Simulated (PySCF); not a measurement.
H3OSi, SMILES [OH+]=[SiH2], charge +1. The structure is a stationary point at r2SCAN-D4/def2-TZVP. The isomer is the one that the SMILES or the coordinates give; other isomers of the formula were not compared.

Computed equilibrium geometry at r2SCAN-D4/def2-TZVP (PySCF confirms it by a frequency run) as a Z-matrix, and its point group:
point group Cs.
```
Si
O 1 1.5689
H 2 0.9684 1 129.31
H 1 1.4639 2 113.68 3 180.00
H 1 1.4701 4 125.31 2 180.00
```
Charge +1, spin multiplicity 1.
